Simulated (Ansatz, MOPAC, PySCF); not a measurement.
Species: C$_{2}$HO (charge 0, doublet). SMILES: [C]1OC=1
Coordinates optimised at B3LYP-D3(BJ)/def2-TZVP (Ansatz, a quantum-chemistry and plane-wave program):
```xyz
4

C     -0.8004    -0.5753    -0.2617
C      0.5133    -0.3778    -0.0381
O      0.0232     0.8049     0.2249
H      1.5373    -0.7205    -0.0007
```
Charge 0, spin multiplicity 2.

Quantity: enthalpy of formation at 298 K, in kcal/mol. Terms: valence correlation only; non-relativistic; spin-orbit terms left out; open shells spin-unrestricted; six Cartesian d functions in 6-31G* and its kin unless marked 5d; no dispersion term unless named; LANL2DZ all-electron up to Ne. CBS(X,Y): correlation extrapolated as X^-3; Hartree-Fock from the larger set. First-principles rows: single points at B3LYP-D3(BJ) geometries (Ansatz), with unscaled harmonic terms from B3LYP/6-31G* (Ansatz) at its own minima, enthalpies of formation by atomisation with measured atoms. Semi-empirical rows: MOPAC heats of formation at their own minima for 298 K. A UHF reference is markedly spin-contaminated in at least one set, which strains HF and MP2.

Coupled cluster (Ansatz) is a level with limits of its own, used here on species with T1 under 0.025 (0.045 for open shells) and stable references: CCSD(T)/CBS(cc-pVTZ,cc-pVQZ).

Value to compare with, CCSD(T)/CBS(cc-pVTZ,cc-pVQZ) (Ansatz): 97.5 kcal/mol.

```json
[
 {"level": "PM3", "program": "MOPAC", "enthalpy of formation at 298 K (kcal/mol)": "95.0", "difference": "-2.5"},
 {"level": "HF/LANL2DZ", "program": "Ansatz", "enthalpy of formation at 298 K (kcal/mol)": "299.7", "difference": "202.2"},
 {"level": "PBE/def2-SVP", "program": "Ansatz", "enthalpy of formation at 298 K (kcal/mol)": "62.3", "difference": "-35.2"},
 {"level": "BLYP/6-31G*", "program": "Ansatz", "enthalpy of formation at 298 K (kcal/mol)": "83.9", "difference": "-13.6"},
 {"level": "B3LYP/6-31G*", "program": "Ansatz", "enthalpy of formation at 298 K (kcal/mol)": "95.4", "difference": "-2.1"},
 {"level": "M06-2X/6-31G* (5d)", "program": "PySCF", "enthalpy of formation at 298 K (kcal/mol)": "93.9", "difference": "-3.6"},
 {"level": "M06-2X/def2-TZVPD", "program": "PySCF", "enthalpy of formation at 298 K (kcal/mol)": "93.3", "difference": "-4.2"},
 {"level": "B2PLYP-D3(BJ)/def2-TZVPD", "program": "Ansatz + dftd3", "enthalpy of formation at 298 K (kcal/mol)": "96.6", "difference": "-0.9"}
]
```

Among the 6 habitual levels, HF/LANL2DZ lies farthest from CCSD(T)/CBS(cc-pVTZ,cc-pVQZ) (Ansatz) (202.2 kcal/mol); 1 of 6 lie above it, and their mean absolute difference is 43.2 kcal/mol, the median 8.6. One case shows no general order.

The levels are drawn from those run, B3LYP/6-31G* more often than the rest, none by its result; left out are runs that failed, that the program found above a lower state of the same kind, or whose <S^2> lies over 0.5 above the pure value.
